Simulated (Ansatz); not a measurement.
Cost and result for the atomization energy of `C[CH](C)[Al]([OH])[OH]` (15 atoms, 14 bonds).

Cartesian coordinates in Å:
```
C 1.541 -0.577 -0.629
C 0.471 0.436 -0.221
C -0.281 0.978 -1.437
Al -0.726 -0.244 1.166
O -0.150 -1.441 2.225
O -2.291 0.405 1.281
H 2.257 -0.132 -1.331
H 2.104 -0.953 0.229
H 1.101 -1.444 -1.130
H 0.986 1.286 0.252
H -0.803 0.179 -1.973
H -1.031 1.723 -1.161
H 0.408 1.445 -2.151
H -0.640 -1.826 2.948
H -2.948 0.165 1.930
```

Total charge 0; spin multiplicity 1. Geometry: relaxed with PBE0-D4/def2-TZVP. It is one conformer, not always the lowest. Program: Ansatz. All runs use 2 threads of an AMD EPYC 7R13 on a shared host and a share of an NVIDIA H100 80 GB. Times are those of one run each, without the atoms' runs, and a repeat can differ threefold. Electronic energies, without spin–orbit coupling; frozen cores. CCSD(T)/CBS adds CCSD(T) − MP2 in def2-TZVPP to the MP2 limit, and its time is that of the two runs behind it. T1 = 0.011. B3LYP takes the VWN-RPA correlation (the form of Gaussian; ORCA's B3LYP/G).

CCSD(T)/CBS is a level of theory with its own doubt, some kJ/mol a heavy atom from the limit and from the frozen cores, so smaller differences don't rank the functionals.

| level | functions | wall time | atomization (kcal/mol) | difference from CCSD(T)/CBS | per bond |
| --- | --- | --- | --- | --- | --- |
| r2SCAN-D4/def2-TZVPP (with forces) | 323 | 17 s | 1407.4 | -1.1 | -0.1 |
| PBE-D4/def2-TZVPP (with forces) | 323 | 18 s | 1423.6 | 15.1 | 1.1 |
| B2PLYP/def2-TZVPP | 323 | 18 s | 1390.4 | -18.1 | -1.3 |
| ωB97M-V/def2-TZVPP (with forces) | 323 | 19 s | 1407.5 | -1.0 | -0.1 |
| B3LYP-D4/def2-TZVPP (with forces) | 323 | 19 s | 1401.1 | -7.4 | -0.5 |
| ωB97X-V/def2-TZVPP | 323 | 19 s | 1404.4 | -4.1 | -0.3 |
| PBE0-D4/def2-TZVPP | 323 | 21 s | 1401.0 | -7.5 | -0.5 |
| CCSD(T)/def2-TZVPP | 323 | 21 s | 1373.6 | -34.9 | -2.5 |
| MP2/def2-QZVPP | 625 | 22 s | 1419.0 | 10.5 | 0.7 |
| CCSD(T)/CBS(def2) | – | 43 s | 1408.5 | 0.0 | 0.0 |

From PBE to PBE0 (25 % exact exchange), in def2-TZVPP and without D4, the atomization energy moves by −21.6 kcal/mol: exact exchange takes away binding that semilocal exchange gives to molecules. In def2-TZVPP, CCSD(T) changes the Hartree–Fock value by +336.6 kcal/mol (the triples alone add +18.2 kcal/mol) and MP2 by +361.2 kcal/mol; breaking electron pairs costs correlation energy, which Hartree–Fock lacks. The D4 term adds +10.9 kcal/mol with B3LYP and +5.8 kcal/mol with PBE0; it sums over pairs of atoms, weighted by their polarisabilities, and B3LYP, whose exchange is more repulsive, gets the larger term.
